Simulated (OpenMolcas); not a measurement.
C2H6AlF (SMILES [CH3][Al]([CH3])[F]): methods side by side

C2H6AlF: 10 atoms, total charge 0, spin state singlet. As SMILES, `[CH3][Al]([CH3])[F]`. The coordinates come from a PBE0-D4/def2-TZVP relaxation.

```
atom    x (Å)    y (Å)    z (Å)
   C  -0.5667   1.4126  -0.8585
  Al  -0.2886  -0.4453  -0.3643
   C   0.7947  -1.0931   1.1122
   F  -1.0473  -1.6006  -1.2813
   H  -1.1844   1.5171  -1.7529
   H  -1.0540   1.9634  -0.0468
   H   0.3871   1.9173  -1.0438
   H   0.1894  -1.6767   1.8132
   H   1.2698  -0.2838   1.6720
   H   1.5832  -1.7623   0.7534
```

Each level gives the vertical ionisation energy (to the doublet cation) (eV). The values are calculated.

```csv
level,kind,program,value (eV),less CCSD(T)/def2-SVP,CPU time (all runs)
SVWN5/def2-SVP,LDA,OpenMolcas,9.88,-0.29,96 s
BLYP/def2-SVP,GGA,OpenMolcas,9.56,-0.61,2 min
PBE/def2-SVP,GGA,OpenMolcas,9.72,-0.45,2.1 min
M06-L/def2-SVP,meta-GGA,OpenMolcas,9.94,-0.23,3.1 min
TPSS/def2-SVP,meta-GGA,OpenMolcas,9.74,-0.43,3.1 min
BHLYP/def2-SVP,global hybrid,OpenMolcas,10.20,+0.03,1.7 min
M06-2X/def2-SVP,hybrid meta-GGA,OpenMolcas,10.28,+0.11,2.3 min
"CCSD(T)/def2-SVP, open shells restricted",coupled cluster or CI,OpenMolcas,10.17,0.00,3.4 min
```

CCSD(T)/def2-SVP, open shells restricted is the highest level here, not the true value. The values span 9.56 to 10.28 eV. Times are those of the runs behind each value, whatever else they computed, on shared processors of several kinds: orders of magnitude only.
